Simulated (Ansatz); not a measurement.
System: TiH$_{3}$ (charge +1, singlet). The spin state was set by rule; other spins were not relaxed. 
Geometry from a B3LYP-D3(BJ)/def2-TZVP (Ansatz, an electronic-structure program) optimisation:
```
Ti
H 1 1.6861
H 1 1.8384 2 97.88
H 3 0.8348 1 76.88 2 -91.85
```
Charge +1, spin multiplicity 1.

Basis-set convergence of Hartree-Fock and CCSD correlation energies (hartree) with Ansatz. Valence correlation only, unless marked. Spin-orbit coupling is left out. Frozen are the shells of the preceding noble gas and the d and f shells that filled before the atom's block. No relativistic terms.

The Hartree-Fock reference is unstable (checked in the largest basis), which strains HF and MP2. The T1 diagnostic of CCSD in the largest basis is 0.046, which is high, so the coupled-cluster rows are less sure than usual.

```json
[
 {"basis": "def2-SVP", "functions": "46", "E(HF)": "-849.68596", "E(corr, CCSD)": "-0.11456"},
 {"basis": "def2-TZVPP", "functions": "106", "E(HF)": "-849.80151", "E(corr, CCSD)": "-0.13443"},
 {"basis": "def2-QZVPP", "functions": "183", "E(HF)": "-849.81843", "E(corr, CCSD)": "-0.13834"}
]
```

Extrapolating the two largest sets (X = 3 and 4) as X^-3: E(corr) = (64·(-0.13834) - 27·(-0.13443))/37 = -0.1412 Eh, an estimate of the basis-set limit. The largest set recovers 98.0 % of it, the smallest 81.1 %.
